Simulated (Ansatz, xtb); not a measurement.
## C4H10Sn: which of two isomers lies lower

Structure I: `CC[CH2][Sn][CH3]`, a singlet. Structure II: `[CH3][Sn][CH](C)C`, a singlet. Both are isolated molecules in the gas phase, relaxed with PBE0-D3(BJ)/def2-SVP; the shapes shown needn't be the lowest conformers.

I (Å):

```yaml
atoms:
  - { symbol: C, position_ang: [0.3897, 1.8425, -2.4391] }
  - { symbol: C, position_ang: [0.0429, 1.0973, -1.1561] }
  - { symbol: C, position_ang: [-0.4624, -0.3190, -1.3918] }
  - { symbol: C, position_ang: [-1.2169, 0.0893, 1.7701] }
  - { symbol: Sn, position_ang: [-1.0529, -1.5782, 0.3377] }
  - { symbol: H, position_ang: [0.7522, 2.8629, -2.2353] }
  - { symbol: H, position_ang: [1.1745, 1.3156, -3.0057] }
  - { symbol: H, position_ang: [-0.4891, 1.9255, -3.0991] }
  - { symbol: H, position_ang: [0.9335, 1.0740, -0.5027] }
  - { symbol: H, position_ang: [-0.7108, 1.6749, -0.5943] }
  - { symbol: H, position_ang: [-1.3709, -0.3043, -2.0290] }
  - { symbol: H, position_ang: [0.2698, -0.9089, -1.9741] }
  - { symbol: H, position_ang: [-1.9835, 0.8014, 1.4181] }
  - { symbol: H, position_ang: [-1.4895, -0.2535, 2.7783] }
  - { symbol: H, position_ang: [-0.2641, 0.6424, 1.8216] }
```

II (Å):

```json
{"atom": "C", "x (Å)": "-0.0482", "y (Å)": "-1.6221", "z (Å)": "-0.0770"}
{"atom": "C", "x (Å)": "1.0509", "y (Å)": "1.0951", "z (Å)": "-1.4875"}
{"atom": "C", "x (Å)": "0.6046", "y (Å)": "1.7504", "z (Å)": "-0.1891"}
{"atom": "C", "x (Å)": "-0.0472", "y (Å)": "1.1107", "z (Å)": "-2.5458"}
{"atom": "Sn", "x (Å)": "1.7323", "y (Å)": "-1.0220", "z (Å)": "-1.2329"}
{"atom": "H", "x (Å)": "-0.9724", "y (Å)": "-1.1942", "z (Å)": "-0.4988"}
{"atom": "H", "x (Å)": "0.0579", "y (Å)": "-1.2269", "z (Å)": "0.9490"}
{"atom": "H", "x (Å)": "-0.1502", "y (Å)": "-2.7150", "z (Å)": "-0.0119"}
{"atom": "H", "x (Å)": "1.9270", "y (Å)": "1.6377", "z (Å)": "-1.8836"}
{"atom": "H", "x (Å)": "1.4006", "y (Å)": "1.7618", "z (Å)": "0.5743"}
{"atom": "H", "x (Å)": "-0.2645", "y (Å)": "1.2336", "z (Å)": "0.2504"}
{"atom": "H", "x (Å)": "0.3027", "y (Å)": "2.8026", "z (Å)": "-0.3500"}
{"atom": "H", "x (Å)": "0.2759", "y (Å)": "0.6649", "z (Å)": "-3.5029"}
{"atom": "H", "x (Å)": "-0.9453", "y (Å)": "0.5624", "z (Å)": "-2.2127"}
{"atom": "H", "x (Å)": "-0.3751", "y (Å)": "2.1421", "z (Å)": "-2.7743"}
```

Estimate E(II) − E(I) at the level CCSD(T)/def2-SVP + ΔMP2/def2-TZVPP.

Too close to call at this level: CCSD(T)/def2-SVP + ΔMP2/def2-TZVPP gives E(II) − E(I) = +2.23 kJ/mol.

How the difference moves with the method:

| level | geometry | E(II) − E(I) (kJ/mol) | departure from the last row (kJ/mol) | job, with rough time for the two |
| --- | --- | --- | --- | --- |
| GFN2-xTB | GFN2-xTB | +8.18 | +5.94 | optimisation, 0.22 s |
| HF/STO-3G | GFN2-xTB | +14.00 | +11.77 | single point, 1 s |
| r2SCAN-D4/def2-SVP | GFN2-xTB | +6.73 | +4.50 | single point, 5.4 s |
| PBE0-D3(BJ)/def2-SVP | PBE0-D3(BJ)/def2-SVP | +4.27 | +2.04 | optimisation, 2.6 min |
| HF/def2-SVP | PBE0-D3(BJ)/def2-SVP | +10.97 | +8.74 | part of the CCSD(T) run |
| MP2/def2-SVP | PBE0-D3(BJ)/def2-SVP | +3.28 | +1.05 | part of the CCSD(T) run |
| CCSD(T)/def2-SVP | PBE0-D3(BJ)/def2-SVP | +4.05 | +1.82 | single point |
| CCSD(T)/def2-SVP + ΔMP2/def2-TZVPP | PBE0-D3(BJ)/def2-SVP | +2.23 |  | single point, 1.7 min |

As drawn, both hold the same kinds of bond in the same numbers. Structure I has 2 methyl groups, II 3.

The largest departure from CCSD(T)/def2-SVP + ΔMP2/def2-TZVPP is that of HF/STO-3G, 11.77 kJ/mol. The last row adds to CCSD(T) the change of the MP2 difference between the two basis sets, here −1.82 kJ/mol.

With harmonic frequencies from PBE0-D3(BJ)/def2-SVP (ideal gas, rigid rotor, one conformer each, 298.15 K, 1 atm): on the last row, ΔE + ΔZPE = +2.01 kJ/mol. A mode under 50 cm⁻¹ makes harmonic enthalpies and free energies unreliable, so none is given.

The correlated steps freeze 8 core orbitals; the filled d shell of Sn is correlated, in a basis made for valence electrons. Atoms past krypton carry core potentials in the def2 sets, other sets are all-electron and non-relativistic, and no spin–orbit term is included. Run with Ansatz 0.2.0, xtb 6.7.1; the last row on 2 threads of Arm Neoverse V2 on a shared host.
